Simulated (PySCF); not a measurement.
Cl2H2SeSi, SMILES [SeH][SiH](Cl)Cl.

The structure is a stationary point at B3LYP-D3(BJ)/def2-SVP. This is a generated structure with no PubChem entry under its InChIKey; it may be hypothetical. The values are those of a single conformer.

All values below come from TDA-PBE/def2-SVPD in PySCF 2.14.0.

Vertical excitations. Gas-phase values at a fixed geometry.

Computed excitation energies, oscillator strengths and character:
| state | energy (eV) | λ (nm) | f | main pairs |
|---|---|---|---|---|
| S1 | 4.95 | 250 | 0.008 | HOMO→LUMO 98 % |
| S2 | 5.22 | 238 | 0.004 | HOMO→LUMO+1 92 % |
| S3 | 5.61 | 221 | 0.031 | HOMO→LUMO+2 92 % |
| S4 | 5.83 | 212 | 0.018 | HOMO→LUMO+3 88 % |
| S5 | 6.40 | 194 | 0.022 | HOMO−1→LUMO 62 %, HOMO→LUMO+4 20 % |
| S6 | 6.53 | 190 | 0.001 | HOMO−2→LUMO 94 % |
| S7 | 6.54 | 189 | 0.008 | HOMO−1→LUMO+1 90 % |
| S8 | 6.67 | 186 | 0.066 | HOMO→LUMO+4 66 %, HOMO−1→LUMO 11 % |
| S9 | 6.77 | 183 | 0.001 | HOMO−3→LUMO 88 % |
| S10 | 6.91 | 179 | 0.014 | HOMO−4→LUMO 46 %, HOMO−1→LUMO+2 33 %, HOMO−2→LUMO+1 14 % |
| T1 | 4.54 | 273 | 0 | HOMO→LUMO 99 % |
| T2 | 4.95 | 250 | 0 | HOMO→LUMO+1 94 % |
| T3 | 5.33 | 233 | 0 | HOMO→LUMO+2 94 % |
| T4 | 5.47 | 227 | 0 | HOMO→LUMO+3 96 % |
Triplets are in the Tamm–Dancoff approximation.
